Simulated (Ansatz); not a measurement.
Born–Oppenheimer molecular dynamics of CH₅AlF₂O₂ (11 atoms, charge 0, multiplicity 1). It starts at the highest image of a converged band, a first-order saddle point between two minima.

Method: Ansatz, RKS PBE-D4/def2-SVP.

| Quantity | Value |
| --- | --- |
| ensemble | NVE (velocity Verlet) |
| time step | 0.5 fs |
| steps asked | 200 |
| starting velocities drawn for | 100 K |
| seed | 6331 |

First frame:

```xyz
11
Properties=species:S:1:pos:R:3
Al -0.222 1.145 0.715
O 0.260 -0.552 0.172
C -0.521 -1.579 -0.426
F -1.738 1.571 0.146
F 0.197 1.556 2.283
H 1.024 0.224 -0.453
O 1.164 1.444 -0.492
H -1.254 -1.175 -1.159
H 0.143 -2.303 -0.941
H -1.080 -2.125 0.362
H 2.027 1.794 -0.207
```

Problem. How far do the bonds stretch over the last three quarters of this one trajectory? (Pairs bonded in most of those frames.)

Solution. 
```json
{"bond": "Al1–O2", "mean (Å)": "1.993", "spread (Å)": "0.069", "shortest": "1.88", "longest": "2.08"}
{"bond": "Al1–F4", "mean (Å)": "1.684", "spread (Å)": "0.007", "shortest": "1.67", "longest": "1.70"}
{"bond": "Al1–F5", "mean (Å)": "1.681", "spread (Å)": "0.012", "shortest": "1.66", "longest": "1.70"}
{"bond": "Al1–O7", "mean (Å)": "1.738", "spread (Å)": "0.019", "shortest": "1.71", "longest": "1.80"}
{"bond": "O2–C3", "mean (Å)": "1.449", "spread (Å)": "0.019", "shortest": "1.42", "longest": "1.48"}
{"bond": "O2–H6", "mean (Å)": "0.988", "spread (Å)": "0.017", "shortest": "0.96", "longest": "1.03"}
{"bond": "C3–H8", "mean (Å)": "1.108", "spread (Å)": "0.006", "shortest": "1.10", "longest": "1.12"}
{"bond": "C3–H9", "mean (Å)": "1.108", "spread (Å)": "0.015", "shortest": "1.08", "longest": "1.13"}
{"bond": "C3–H10", "mean (Å)": "1.107", "spread (Å)": "0.013", "shortest": "1.08", "longest": "1.13"}
{"bond": "O7–H11", "mean (Å)": "0.970", "spread (Å)": "0.024", "shortest": "0.93", "longest": "1.01"}
```

Mean temperature of the second half: 164 K. The conserved energy stayed within 0.13 meV per atom of its start (net change 0.023 meV per atom), so the integration is sound. The kinetic energy rose, since the run started high on the potential surface and went downhill. A run of 0.1 ps of so small a system gives no equilibrium averages. The orbitals stay closed-shell, which can raise the energy where a bond breaks towards radicals; this wasn't checked here.

Run time: 2.4 min on 2 threads of AMD EPYC 9R45 96-Core Processor (Zen 5), on a shared host, peak memory 0.17 GiB.
